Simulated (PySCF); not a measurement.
## Computed vibrations of [YbCl3(H2O)]−

[YbCl3(H2O)]− (singlet in the valence; each metal's 4f electrons, 14 of them, lie in its core potential, out of spins and levels). PySCF 2.14.0, RKS PBE0, Yb lcecp-0-SVP with ECP60, Cl def2-SVP, O def2-SVP, H def2-SVP; non-relativistic Hamiltonian with scalar-relativistic core potentials where named; density fitting; no spin-orbit coupling. Central differences of gradients.

```xyz
7

Yb    0.1180   -0.0262    0.0262
Cl    1.3346    1.7426    1.5735
Cl   -2.4120   -0.7187    0.7187
Cl    1.3346   -1.5735   -1.7426
O    -1.5831    1.3511   -1.3511
H    -2.0789    1.6007   -0.5547
H    -2.0789    0.5547   -1.6007
```

Run from Python with OMP_NUM_THREADS=2. Where DIIS fails, smearing, a level shift and second-order steps follow.
It took 2.1 min on 2 threads of Arm Neoverse V1 (shared host).

(1) What are the harmonic wavenumbers and infrared intensities?

(2) Is this a minimum?

An lcecp potential fixes the number of 4f electrons, so in runs with it no electron can move into or out of that shell.

## Answers

(1) Modes are labelled in Cs; negative numbers are unstable modes, those under 60 cm⁻¹ near the noise; a finer grid moves soft modes by up to 10 cm⁻¹.
```json
{"cm⁻¹": "-254", "km/mol": "–", "symmetry": "a''"}
{"cm⁻¹": "48", "km/mol": "3.5", "symmetry": "a''"}
{"cm⁻¹": "54", "km/mol": "13.5", "symmetry": "a'"}
{"cm⁻¹": "59", "km/mol": "17.5", "symmetry": "a'"}
{"cm⁻¹": "66", "km/mol": "2.3", "symmetry": "a''"}
{"cm⁻¹": "130", "km/mol": "44.2", "symmetry": "a'"}
{"cm⁻¹": "200", "km/mol": "12.8", "symmetry": "a'"}
{"cm⁻¹": "242", "km/mol": "6.5", "symmetry": "a'"}
{"cm⁻¹": "254", "km/mol": "40.9", "symmetry": "a'"}
{"cm⁻¹": "257", "km/mol": "60.7", "symmetry": "a''"}
{"cm⁻¹": "561", "km/mol": "8.1", "symmetry": "a''"}
{"cm⁻¹": "678", "km/mol": "383.6", "symmetry": "a'"}
{"cm⁻¹": "1652", "km/mol": "104.9", "symmetry": "a'"}
{"cm⁻¹": "3790", "km/mol": "64.1", "symmetry": "a'"}
{"cm⁻¹": "3836", "km/mol": "77.4", "symmetry": "a''"}
```

(2) No: 1 unstable; the lowest moves the atoms so:
```
Yb   0.00  0.00  0.00
Cl   0.00  0.00  0.00
Cl   0.00 -0.01 -0.01
Cl   0.00  0.00  0.00
O    0.00 -0.01 -0.01
H    0.22  0.67 -0.10
H   -0.22 -0.10  0.67
```
